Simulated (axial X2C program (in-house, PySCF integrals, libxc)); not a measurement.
**Which molecule has these constants?**

Computed with an in-house relativistic program for diatomic molecules, spin-free (one-electron X2C) or two-component (2c: spin–orbit coupling with atomic mean-field Coulomb and Gaunt terms, which also bring small scalar terms), in Dyall basis sets with cores contracted in-house; open shells are unrestricted.

A two-component PBE0 calculation in a Dyall 3-zeta basis gave Re = 3.788 Å, ωe = 61.6 cm⁻¹, De = 0.25 eV, Ω = 1.

Question: Which molecule is it?
A. RbSe⁺
B. RbS⁺
C. RbTe⁺

Answer: C. The others have RbS⁺ 3.494 Å and 92.2 cm⁻¹ (Ω = 1); RbSe⁺ 3.594 Å and 70.8 cm⁻¹ (Ω = 1).

Each entry is the lowest single determinant of a limited PBE0 search at one distance. De goes to single-determinant-based atoms at the same level (for ions the charge split of lowest energy) and is withheld (n/a) where an atom does not fit its ground term or J level. Main or longest-lived isotopes. One determinant is a doubtful description, or other states lie close, for RbTe⁺, RbS⁺, RbSe⁺; these need not be ground states, and all values refer to the states named. Some open-shell Ω = 0 determinants are out of reach, so the Ω given for RbTe⁺, RbS⁺, RbSe⁺ need not be the lowest component. With several unpaired electrons the Ω given is that of one determinant, not necessarily of the lowest component. Some light 2c atoms are not at their ground J level, so De misses part of their lowering (0.04 eV or less). The functionals have no current term, which raises determinants with orbital currents.
